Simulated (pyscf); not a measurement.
PySCF, gas phase, ωB97X-D3(BJ)/def2-SVP geometries.

**Question.** What is the homolytic dissociation enthalpy (298 K, ωB97M-D3(BJ)/def2-TZVP) of the C–O bond of `[CH2]=[CH][CH2][O][C](=[CH2])[CH3]`, to •H₂C–CH=CH₂ + •H₂C–C(CH₃)=O?

**Answer.** C–O to •H₂C–CH=CH₂ + •H₂C–C(CH₃)=O: 197.7 kJ/mol. The 7 functionals that were run give +154.4 (r²SCAN) to +215.3 kJ/mol (M06-2X). The radicals are drawn with the spin at the cut bond; how far it spreads was not checked. H₂C=CH–CH₂–O–C(=CH₂)–CH₃ lies 108.0 kJ/mol over its isomer cyclic C₆H₁₀O (SMILES OC1CC=CCC1), and others may lie lower still (electronic energy, ωB97M-D3(BJ)). Other isomers of •H₂C–CH=CH₂, •H₂C–C(CH₃)=O were not searched in full and may lie lower.
